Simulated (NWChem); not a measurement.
A series in which one site is exchanged, each optimised at PBE0/def2-SVP with NWChem, gas phase unless a solvent is named. All stand in one matching conformer (torsions within 35°), which need not be the lowest. For some, no frequency run checked for a minimum. def2 effective core potentials on In; no spin-orbit coupling.

A: [NH2][AlH][Cl] (AlNH3Cl; site = Al)
B: [NH2][InH][Cl] (InNH$_{3}$Cl; site = In)
C: [NH2][GaH][Cl] (GaNH3Cl; site = Ga)
D: B(Cl)N (BNH3Cl; site = B)

Values for A:

| Property | Result |
|---|---|
| dipole (D), PBE0/def2-SVP | 2.42 |
| orbital gap (eV), PBE0/def2-SVP | 7.36 |
| static polarisability, PBE0/def2-SVPD (bohr³) | 49.2 |
| lowest singlet excitation, PBE0/def2-SVPD, TDA (eV) | 6.29 |

Problem. How do these values change for the other members?

Solution. 
| change from A | B | C | D |
|---|---|---|---|
| dipole (D), PBE0/def2-SVP | +0.76 | +0.30 | +0.40 |
| orbital gap (eV), PBE0/def2-SVP | -1.17 | -0.29 | +1.42 |
| static polarisability, PBE0/def2-SVPD (bohr³) | +10.5 | +2.1 | -10.8 |
| lowest singlet excitation, PBE0/def2-SVPD, TDA (eV) | -1.14 | -0.12 | +0.74 |
